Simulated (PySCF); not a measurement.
## Two-component Hartree-Fock for Re (rhenium, neutral)

Start: [Xe] 4f14 5d5 6s2; 5d3/2 filled at m_j = -3/2, -1/2, +1/2, +3/2; 5d5/2 filled at m_j = +5/2. Calculated with PySCF 2.14 in x2c-TZVPall-2c (11s11p10d2f, 108 functions): generalised Hartree-Fock with the X2C-1e Hamiltonian and a Gaussian nucleus; one run each with spin-orbit coupling (SO) switched off, then screened by Boettger's factors.

| spinor shell | electrons | ε, spin-free (eV) | ε, screened SO (eV) | weight of nominal j (screened SO) | rms radius, screened SO (bohr) |
| --- | --- | --- | --- | --- | --- |
| 1s1/2 | 2 | -72068.3 | -72045.2 | 1.000 | 0.0204 |
| 2s1/2 | 2 | -12639.2 | -12631.9 | 1.000 | 0.0824 |
| 2p1/2 | 2 | -11035.0 | -12065.2 | 1.000 | 0.0700 |
| 2p3/2 | 4 | -11035.0 | -10619.8 | 1.000 | 0.0775 |
| 3s1/2 | 2 | -2989.7 | -2987.2 | 1.000 | 0.210 |
| 3p1/2 | 2 | -2508.6 | -2734.8 | 1.000 | 0.202 |
| 3p3/2 | 4 | -2508.6 | -2415.7 | 1.000 | 0.217 |
| 3d3/2 | 4 | -1956.6 | -1996.7 | 1.000 | 0.192 |
| 3d5/2 | 6 | -1956.6 | -1927.9 | 1.000 | 0.196 |
| 4s1/2 | 2 | -657.11 | -656.33 | 1.000 | 0.468 |
| 4p1/2 | 2 | -496.50 | -549.77 | 1.000 | 0.476 |
| 4p3/2 | 4 | -496.50 | -474.43 | 1.000 | 0.509 |
| 4d3/2 | 4 | -290.85 | -299.13 | 0.999 | 0.531 |
| 4d5/2 | 6 | -290.85 | -284.69 | 0.999 | 0.543 |
| 5s1/2 | 2 | -100.76 | -100.61 | 1.000 | 1.12 |
| 5p1/2 | 2 | -57.372 | -66.976 | 0.923 | 1.25 |
| 4f5/2 | 6 | -60.258 | -61.402 | 0.983 | 0.637 |
| 4f7/2 | 8 | -60.258 | -58.787 | 0.987 | 0.638 |
| 5p3/2 | 4 | -57.372 | -53.268 | 0.961 | 1.33 |
| 5d3/2 | 4 | -12.123 | -12.218 | 0.595 | 1.99 |
| 5d5/2 | 1 | -12.123 | -11.609 | 1.000 | 2.04 |
| 6s1/2 | 2 | -7.520 | -7.517 | 1.000 | 3.62 |

| quantity | spin-free | screened SO |
| --- | --- | --- |
| E (hartree) | -16679.93364 | -16700.71178 |
| M_J | 5/2 | 5/2 |
| ⟨J²⟩ | 8.806 | 8.806 |
| ⟨L²⟩ | 0.000 | 0.230 |
| ⟨S²⟩ | 8.806 | 8.722 |

Each row is a mean over spinors that exchange with the open shell spreads, by up to 8.105 eV (5p3/2).

Rows whose weight is well below 1 are mixtures of j = l ± 1/2: exchange outweighs spin-orbit coupling there, and the label is only the starting occupation.

⟨J²⟩ departs a little from M_J(M_J + 1) because the unrestricted spinors polarise the closed shells.

Breit and QED terms are absent; they matter most for the inner s and p1/2 levels.

Densities and radii are taken from the X2C orbitals without a picture-change correction, which distorts them close to the nucleus.

Without spin-orbit coupling the j labels of p, d and f shells carry no meaning; the spin-free column gives the mean over the occupied spinors of each nl shell.
